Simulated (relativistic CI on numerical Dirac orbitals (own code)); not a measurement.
**Magnetism of Dy2+, 4f10, in a crystal field**

Calculated by Dirac-Coulomb-Breit CI, separate exchange-only KLI orbitals for each configuration, QED by a radiative potential, valence Slater integrals scaled by 0.85, one configuration in a parametric crystal field (own radial code).

Field parameters in Wybourne normalisation. The field is a parameter set, without covalency.

S is read from ⟨S²⟩ = S(S + 1).

Powder χT (cm³ K mol⁻¹) by Van Vleck's formula, with temperature-independent terms:

| Field | 2 K | 5 K | 10 K | 20 K | 50 K | 100 K | 200 K | 300 K |
| --- | --- | --- | --- | --- | --- | --- | --- | --- |
| C2v, B20 = -380, B22 = 130, B40 = -30, B42 = 100, B44 = -120, B60 = -330, B62 = 130, B64 = -290, B66 = -180 cm⁻¹ | 9.24 | 9.66 | 10.2 | 11.1 | 12.5 | 13.4 | 13.8 | 13.9 |
| C2v, B20 = 200, B22 = 30, B40 = 310, B42 = -320, B44 = 140, B60 = 120, B62 = -20, B64 = -190, B66 = 330 cm⁻¹ | 10.5 | 10.8 | 11.1 | 11.7 | 12.8 | 13.5 | 13.8 | 13.9 |
| D3d, B20 = -310, B40 = -1170, B43 = 210, B60 = 270, B63 = -30, B66 = 300 cm⁻¹ | 4.45 | 8.41 | 10.6 | 11.6 | 12.7 | 13.4 | 13.8 | 13.8 |
| D3h, B20 = -20, B40 = -430, B60 = -60, B66 = -120 cm⁻¹ | 5.11 | 9.93 | 12.1 | 13 | 13.6 | 13.8 | 13.9 | 13.9 |
| D3h, B20 = 290, B40 = 150, B60 = -330, B66 = 320 cm⁻¹ | 7.45 | 8.7 | 9.63 | 10.9 | 12.8 | 13.5 | 13.8 | 13.9 |
| D4h, B20 = 1070, B40 = 1080, B44 = -660, B60 = -280, B64 = 180 cm⁻¹ | 12.4 | 12.4 | 12.6 | 12.8 | 13.3 | 13.6 | 13.8 | 13.9 |

(1) For C2v, B20 = -380, B22 = 130, B40 = -30, B42 = 100, B44 = -120, B60 = -330, B62 = 130, B64 = -290, B66 = -180 cm⁻¹: what effective moment follows at 300 K?

Results:

(1) μ_eff = √(8χT) = 10.52 μB. The LS value g√(J(J + 1)) of the free ion's 5I_8 level is 10.61 μB.
